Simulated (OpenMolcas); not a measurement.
**N+, P+, As+, Sb+, Bi+: ns² np² down the group**

- Program: OpenMolcas
- Method: SS-RASPT2, IPEA 0.25 Eh, imaginary shift 0.1 Eh
- Basis: ANO-R3
- Scalar Hamiltonian: X2C, finite nucleus
- Spin-orbit coupling: RASSI with atomic mean-field integrals over the reference wave functions, term energies averaged over their components

Active space for each ion: 2 electrons in 9 orbitals (RAS2 p; RAS3 s d, at most 1 electron); closed shells correlated by CASPT2: N+ 1s 2s; P+ 2s 2p 3s; As+ 3d 4s; Sb+ 4d 5s; Bi+ 5d 6s.

Computed levels in cm-1 above ³P₀:

```
                               Level     N+     P+    As+    Sb+    Bi+
                                 ³P₁   47.2    147    912   2530  10800
                                 ³P₂    140    424   2260   4990  15060
                                 ¹D₂  15550   8800  10120  12130  29770
                                 ¹S₀  38180  26420  26470  26500  42960
weight of ³P in the lowest level (%)    100    100     99     97     87
```

Mixed levels, with the weight of the term that names them: Bi+ ³P₂ (59 %), Bi+ ¹D₂ (59 %).

Measured, with the error of the calculation in %. Measured levels: N+, P+, As+, Sb+ from NIST Handbook of Basic Atomic Spectroscopic Data.

```
Level             N+             P+            As+            Sb+
  ³P₁    48.7 (-3.0)    165 (-11.1)   1063 (-14.3)   3055 (-17.3)
  ³P₂     131 (+7.4)     469 (-9.7)   2541 (-11.0)   5658 (-11.7)
  ¹D₂   15316 (+1.6)    8882 (-0.9)   10096 (+0.3)   12790 (-5.2)
  ¹S₀  32689 (+16.8)  21576 (+22.5)  22599 (+17.1)  23906 (+10.9)
```

The fine-structure level ³P₂ changes by a factor of 108 from N+ to Bi+.

Without spin-orbit coupling ¹D lies 15460, 8510, 8320, 7050, 7690 cm-1 above ³P in that order; the difference to the level ¹D₂, of either sign, comes from spin-orbit coupling, which also lowers the zero.

Term energies are means over components that CASPT2 splits; among the terms shown or strongly mixed into the levels shown the widest spread is 110 cm-1 (3s² 3p² ¹D, P+). Over all roots computed the reference weight is 0.88 to 0.96 in P+, 0.85 to 0.94 in As+, 0.83 to 0.91 in Sb+; the roots of lowest weight are the least certain, and an intruder state may touch them. With the s shell closed, the reference lacks s² → p² mixing. No level of 2s² 2p 3d was computed, though it lies in the active space (holds for N+). Some terms miss by over 15 % even with CASPT2, which points to a basis or an active space too small for the shells correlated (holds for N+; P+; As+; Sb+). Measured partners are found by configuration, term and J. A level has none where our copy of the source lacks it or the pairing is in doubt (some pairs that miss far off the trend of their configuration count as doubtful), and it then counts in no deviation. Where the source uses jj or jK labels, the order within each J decides. Only configurations of the active space appear.
